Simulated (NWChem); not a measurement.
# CH3FSTi; SMILES [CH3][Ti]([F])=[S]

Computed with NWChem. Medium grid unless said otherwise, to which SCAN and Minnesota functionals are sensitive. Geometry: optimised at PBE0/def2-SVP.

### Question
What does the run give for SCAN/def2-SVP? Quantities: highest occupied level (eV); orbital gap (eV); dipole (D).

### Answer
| Property | Value |
|---|---|
| highest occupied level (eV) | -6.29 |
| orbital gap (eV) | 2.53 |
| dipole (D) | 4.13 |
